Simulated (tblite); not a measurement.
Record of a relaxation.

Species: C8H9F.
Numbering: `[CH:1]#[C:2][C@@H:3]1[C:4]([CH2:5][F:6])=[CH:7][C@@H:8]1[CH3:9]` (hydrogens: H10 on C1; H11 on C3; H12, H13 on C5; H14 on C7; H15 on C8; H16, H17, H18 on C9)

Computed with GFN2-xTB (tblite), gas phase: L-BFGS steps from a force-field or distance-geometry start until the largest atomic force falls under 0.01 eV/Å. 4 of its 99 geometries are shown.

Step 0: E = -715.8862 eV, largest atomic force 4.086 eV/Å
```
atom  x, y, z in Å  |  force x, y, z in eV/Å
C1      1.607    1.867    1.122   -0.773  -0.955  -0.075
C2      0.816    0.964    0.972    0.471   0.118   0.806
C3     -0.136   -0.162    0.834    2.195   1.378   3.159
C4      0.296   -1.115   -0.193    1.022  -0.970  -0.385
C5      1.455   -2.052   -0.264   -1.278   0.191  -0.397
F6      1.333   -2.900    0.812    0.617  -0.114   0.116
C7     -0.732   -0.811   -0.943   -0.963  -1.094  -2.741
C8     -1.299    0.190   -0.021   -2.450  -0.380  -0.695
C9     -1.357    1.595   -0.554   -1.516   1.045   0.337
H10     2.277    2.666    1.270   -0.077  -0.121  -0.115
H11    -0.380   -0.637    1.806    0.267   0.472  -0.182
H12     1.332   -2.673   -1.175    0.497   0.246   0.315
H13     2.356   -1.438   -0.223    0.367  -0.536   0.133
H14    -1.049   -1.182   -1.919   -0.001   0.225   0.288
H15    -2.295   -0.159    0.384    0.840   0.481  -0.186
H16    -2.426    1.932   -0.456    0.963  -0.042  -0.545
H17    -1.015    1.690   -1.601   -0.156  -0.012   0.768
H18    -0.792    2.233    0.137   -0.025   0.066  -0.602
```

Step 33: E = -716.4453 eV, largest atomic force 0.126 eV/Å
```
atom  x, y, z in Å  |  force x, y, z in eV/Å
C1      1.744    1.815    1.254   -0.064  -0.020  -0.039
C2      0.903    0.987    1.045    0.046   0.070   0.021
C3     -0.057   -0.069    0.855    0.102  -0.064   0.036
C4      0.288   -1.099   -0.206    0.021   0.007  -0.063
C5      1.423   -2.050   -0.304    0.012  -0.005  -0.012
F6      1.400   -2.945    0.748    0.013  -0.006   0.023
C7     -0.792   -0.849   -0.939   -0.054  -0.004  -0.017
C8     -1.333    0.211   -0.013    0.016   0.054   0.004
C9     -1.502    1.603   -0.605    0.020   0.087  -0.048
H10     2.466    2.556    1.437   -0.048  -0.032  -0.042
H11    -0.281   -0.511    1.828   -0.058  -0.028   0.087
H12     1.362   -2.641   -1.222   -0.016  -0.028  -0.036
H13     2.390   -1.537   -0.250    0.022   0.052   0.041
H14    -1.159   -1.225   -1.876   -0.057  -0.047  -0.003
H15    -2.240   -0.095    0.513   -0.012   0.011  -0.012
H16    -2.547    1.791   -0.857    0.118  -0.017   0.030
H17    -0.911    1.695   -1.515    0.034   0.046   0.039
H18    -1.162    2.367    0.094   -0.094  -0.075  -0.009
```

Step 65: E = -716.5122 eV, largest atomic force 0.057 eV/Å
```
atom  x, y, z in Å  |  force x, y, z in eV/Å
C1      1.713    1.829    1.147    0.007  -0.005   0.001
C2      0.901    0.957    1.034   -0.028   0.008   0.009
C3     -0.061   -0.104    0.881    0.010  -0.012  -0.008
C4      0.244   -1.127   -0.201    0.017  -0.006   0.005
C5      1.411   -2.034   -0.339   -0.010  -0.007   0.011
F6      1.438   -2.957    0.689   -0.003  -0.011   0.003
C7     -0.868   -0.879   -0.890    0.029   0.037  -0.032
C8     -1.347    0.208    0.039   -0.005   0.009  -0.020
C9     -1.423    1.599   -0.567   -0.006   0.007  -0.007
H10     2.420    2.595    1.266    0.000  -0.003  -0.010
H11    -0.274   -0.549    1.857   -0.002   0.000   0.003
H12     1.373   -2.603   -1.274   -0.004   0.014   0.005
H13     2.350   -1.470   -0.265   -0.005  -0.011  -0.021
H14    -1.287   -1.263   -1.802    0.015  -0.020   0.030
H15    -2.274   -0.029    0.566    0.001   0.004   0.009
H16    -2.268    1.664   -1.251   -0.003  -0.002   0.011
H17    -0.512    1.822   -1.117    0.006  -0.005   0.005
H18    -1.544    2.346    0.213   -0.018   0.002   0.006
```

Step 98: E = -716.5143 eV, largest atomic force 0.007 eV/Å
```
atom  x, y, z in Å  |  force x, y, z in eV/Å
C1      1.720    1.833    1.131    0.000   0.000  -0.002
C2      0.903    0.964    1.029    0.000   0.004   0.002
C3     -0.056   -0.100    0.880    0.004  -0.002  -0.001
C4      0.258   -1.122   -0.200    0.006   0.000   0.000
C5      1.408   -2.052   -0.330   -0.002  -0.002   0.003
F6      1.418   -2.966    0.706    0.002  -0.001   0.003
C7     -0.840   -0.861   -0.906    0.003  -0.004  -0.003
C8     -1.337    0.212    0.030   -0.002  -0.004  -0.004
C9     -1.441    1.609   -0.553    0.002   0.004  -0.002
H10     2.427    2.601    1.238    0.001  -0.001  -0.001
H11    -0.271   -0.541    1.857   -0.003  -0.001   0.000
H12     1.350   -2.629   -1.259    0.001   0.004  -0.001
H13     2.361   -1.512   -0.271   -0.005   0.000  -0.001
H14    -1.247   -1.248   -1.822   -0.003   0.003   0.001
H15    -2.261   -0.050    0.550   -0.005  -0.004   0.003
H16    -2.270    1.658   -1.256    0.002   0.002  -0.001
H17    -0.523    1.872   -1.074   -0.001  -0.001  -0.001
H18    -1.609    2.338    0.237   -0.001   0.001   0.004
```

Problem. Summarise the path.

Solution. The energy falls by 14.48 kcal/mol from step 0 to step 98; nine tenths of that is first reached at step 37. It falls at every step. The largest force goes from 4.086 to 0.007 eV/Å. Among the bonds C3–C8 changes most, from 1.485 to 1.569 Å; the atoms move by 0.353 Å rms after alignment.

Problem. Follow the three bonds and two angles with the largest change from start to end.

Solution. 
```
step  E above end (kcal/mol)  largest force (eV/Å)  C3–C8 (Å)  C3–C4 (Å)  C2–C3 (Å)  F6–C5–H13 (°)  H12–C5–H13 (°)
   0                   14.48                 4.086      1.485      1.466      1.481          113.0           115.9
   4                    4.26                 0.906      1.563      1.501      1.447          108.8           112.9
   9                    2.57                 0.148      1.574      1.518      1.443          106.1           110.8
  13                    2.35                 0.119      1.575      1.518      1.437          105.9           110.3
  17                    2.23                 0.089      1.572      1.520      1.441          106.3           110.1
  21                    2.13                 0.084      1.574      1.518      1.437          106.0           110.6
  26                    1.92                 0.134      1.572      1.519      1.440          105.7           111.1
  30                    1.72                 0.118      1.576      1.517      1.439          106.9           110.7
  34                    1.55                 0.140      1.568      1.519      1.441          105.9           110.0
  38                    1.33                 0.151      1.571      1.522      1.440          105.7           111.1
  43                    0.79                 0.197      1.569      1.520      1.441          106.4           110.0
  47                    0.56                 0.122      1.567      1.518      1.436          106.4           110.1
  51                    0.36                 0.111      1.572      1.518      1.444          105.7           110.8
  55                    0.20                 0.085      1.567      1.518      1.437          106.5           111.1
  60                    0.08                 0.044      1.569      1.519      1.440          106.2           110.4
  64                    0.05                 0.056      1.569      1.520      1.440          106.1           110.7
  68                    0.03                 0.036      1.570      1.519      1.440          106.2           110.7
  72                    0.02                 0.022      1.569      1.520      1.440          106.2           110.5
  77                    0.02                 0.018      1.570      1.520      1.440          106.2           110.5
  81                    0.01                 0.017      1.570      1.520      1.440          106.3           110.6
  85                    0.01                 0.014      1.570      1.520      1.440          106.2           110.5
  89                    0.01                 0.014      1.569      1.520      1.440          106.2           110.5
  94                    0.00                 0.019      1.570      1.520      1.440          106.2           110.6
  98                    0.00                 0.007      1.569      1.520      1.440          106.2           110.6
```

What follows is the cost of the whole relaxation. The run took 1.0 s wall on an Arm Neoverse N1 with one thread, shared host with 64 logical CPUs at a one-minute load of 61.
